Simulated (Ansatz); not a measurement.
`CCCC(=O)OC` + `CCCCCCl` → `CCCCCCCCCl` + `COC=O`  (formal exchange of groups at a C–C bond)

Calculated with Ansatz (gas phase, PBE0-D4/def2-TZVP geometries, no zero-point term in ΔE). CCSD(T)/CBS is the MP2 limit (def2-TZVPP, def2-QZVPP) plus CCSD(T) − MP2 in def2-TZVPP, frozen cores. Functionals use def2-TZVPP. One conformer a species, not always the lowest.

```json
{"level": "PBE0-D4", "ΔE (eV)": "0.35"}
{"level": "ωB97X-V", "ΔE (eV)": "0.35"}
```

What does CCSD(T)/CBS give? (Estimate.)

Ansatz gave: +0.31 eV. The listed levels differ from it by 0.04, 0.04 eV.

Largest T1 diagnostic among the species: 0.015.

In def2-TZVPP, CCSD(T) changes the Hartree–Fock value by −0.07 eV (the triples alone add −0.01 eV) and MP2 by −0.09 eV.
